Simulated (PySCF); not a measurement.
## Mayer bond orders and bond lengths

C₅H₉NO₂Si.
Atom-mapped SMILES: `[CH2:1]=[CH:2][C:3](=[O:4])[NH:5][SiH2:6][C:7]([CH3:8])=[O:9]` (hydrogens: H10, H11 on C1; H12 on C2; H13 on N5; H14, H15 on Si6; H16, H17, H18 on C8)

Geometry (GFN2-xTB, Å), atoms numbered from 1 in this order:
```
atom  x, y, z in Å
C1     4.0671   -0.3838   -0.3994
C2     2.8378   -0.0352   -0.7516
C3     1.6732   -0.4001    0.0768
O4     1.7419   -0.9827    1.1482
N5     0.4442   -0.0740   -0.3785
Si6   -0.8247   -0.5794    0.7030
C7    -2.3720    0.0406   -0.2661
C8    -3.7140   -0.2947    0.3182
O9    -2.2548    0.6703   -1.2949
H10    4.2247   -0.9421    0.5094
H11    4.9335   -0.1317   -0.9871
H12    2.6348    0.5239   -1.6545
H13    0.3105    0.4127   -1.2515
H14   -0.8726   -2.0324    0.8236
H15   -0.7431    0.1287    1.9759
H16   -4.5213    0.1707   -0.2427
H17   -3.8324   -1.3760    0.3038
H18   -3.7416    0.0267    1.3559
```

Bond orders from the PBE0/pcSseg-1 density (PySCF). One conformer (not necessarily the lowest) at the GFN2-xTB geometry, without solvent, vibrations or thermal averaging.

(1) How far do the computed orders between heavy atoms stray from the drawn ones?

(2) Give the Mayer order of every bond, beside its length.

Results:

(1) The largest departure is 0.201, at Si6–C7 (drawn single, 0.799). Drawn single, order above 1.12: C3–N5 (1.124). Drawn single, order below 0.88: Si6–C7 (0.799).

(2) 
```
   bond  drawn as  length (Å)  Mayer order
  C1–C2    double       1.325        1.950
  C2–C3    single       1.475        0.967
  C3–O4    double       1.222        1.820
  C3–N5    single       1.351        1.124
 N5–Si6    single       1.742        0.892
 Si6–C7    single       1.928        0.799
  C7–C8    single       1.502        1.000
  C7–O9    double       1.212        1.937
 C1–H10    single       1.078        0.938
 C1–H11    single       1.077        0.948
 C2–H12    single       1.081        0.958
 N5–H13    single       1.008        0.910
Si6–H14    single       1.459        0.924
Si6–H15    single       1.459        0.926
 C8–H16    single       1.088        0.953
 C8–H17    single       1.088        0.938
 C8–H18    single       1.087        0.941
```

By pair of heavy elements: C–C: lowest C2–C3 (0.967, 1.475 Å), highest C1–C2 (1.950, 1.325 Å); in 1 of the 3 pairs the longer bond (by over 0.003 Å) has the higher order (by 0.02 or more). C–O: lowest C3–O4 (1.820, 1.222 Å), highest C7–O9 (1.937, 1.212 Å).

Problem. Sum the orders of all bonds at each heavy atom with more than one neighbour and set the sums beside the valence in the SMILES.

Solution. C1 3.836 (drawn 4), C2 3.875 (drawn 4), C3 3.911 (drawn 4), N5 2.926 (drawn 3), Si6 3.541 (drawn 4), C7 3.736 (drawn 4), C8 3.832 (drawn 4). Orders between atoms that aren't bonded are not in these sums.

For a closed shell the Mayer order of atoms A and B is Σ (PS)μν (PS)νμ over the basis functions μ on A and ν on B, with P the density and S the overlap matrix.

These values come from a run that also computed NMR shieldings. The run took 35 s on one thread of an Arm Neoverse V2, shared host with 96 logical CPUs at a one-minute load of 35, and the process peaked at 0.85 GiB of memory.
